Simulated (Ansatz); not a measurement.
Born–Oppenheimer molecular dynamics of FH$_{5}$Si$_{3}$ (9 atoms, charge 0, multiplicity 1). It starts from a relaxed structure.

Theory: Ansatz 0.2.0, RHF/6-31G*.

```json
{"ensemble": "NVT, Nosé–Hoover chain", "time step": "1 fs", "steps asked": "150", "set temperature": "700 K", "thermostat": "time constant 100 fs, chain length 3 (defaults)", "seed": "872284"}
```

First frame:

```xyz
9
Properties=species:S:1:pos:R:3
F -1.272 1.676 -1.980
Si 0.244 1.325 -1.637
Si 0.837 0.403 0.225
Si -0.563 -1.170 1.248
H 1.093 2.200 -2.455
H 2.270 0.052 0.150
H -0.353 -2.535 0.729
H -1.965 -0.772 1.021
H -0.290 -1.180 2.699
```

Question: How far do the bonds stretch over the last three quarters of this one trajectory? (Pairs bonded in most of those frames.)

Answer: 
```tsv
bond	mean (Å)	spread (Å)	shortest	longest
F1–Si2	1.604	0.035	1.54	1.67
Si2–Si3	2.155	0.028	2.09	2.20
Si2–H5	1.476	0.033	1.43	1.54
Si3–Si4	2.341	0.017	2.32	2.38
Si3–H6	1.477	0.006	1.47	1.49
Si4–H7	1.477	0.021	1.44	1.51
Si4–H8	1.481	0.036	1.42	1.54
Si4–H9	1.489	0.070	1.38	1.59
```

Mean temperature of the second half: 454 K. The conserved energy stayed within 1.1 meV per atom of its start (net change 0.9 meV per atom), so the integration is sound. The mean temperature of the second half is 35 % below the set value. A run of 0.15 ps of so small a system gives no equilibrium averages.

Run time: 4.1 min on 1 CPU thread of a shared host.
